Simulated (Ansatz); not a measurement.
`N[BH][SbH2]`. The species carries charge 0 and has multiplicity 1. Sb: def2 effective core potential. Geometry: relaxed with PBE0-D4/def2-TZVP. It is one conformer, not always the lowest.

```xyz
8

N    -0.562   -0.963   -0.802
B     0.282   -0.638    0.245
Sb    0.065    1.280    1.400
H    -1.271   -0.346   -1.160
H    -0.504   -1.840   -1.295
H     1.111   -1.433    0.584
H     1.602    1.833    0.904
H    -0.722    2.107    0.124
```

What is the dipole moment at ωB97M-V/def2-TZVPP? (Best estimate.)

Computed: 2.54 D, with components (-1.09, -1.50, -1.74) D in this frame, pointing from negative to positive charge.

And with PBE, r2SCAN, B3LYP? (Estimate.)

Ansatz gave: PBE 2.55 D, r2SCAN 2.57 D, B3LYP 2.48 D.

Give the Mulliken charges with ωB97M-V, B3LYP, r2SCAN in def2-TZVPP. (Estimate.)

Ansatz gave: 
```csv
atom,ωB97M-V,B3LYP,r2SCAN
N1,-0.19,-0.23,-0.28
B2,-0.11,-0.12,-0.09
Sb3,0.13,0.24,0.26
H4,0.14,0.17,0.18
H5,0.14,0.16,0.18
H6,0.05,0.01,-0.02
H7,-0.07,-0.11,-0.10
H8,-0.10,-0.14,-0.13
```

B3LYP here is the variant with VWN-RPA as its local correlation; programs differ in this.
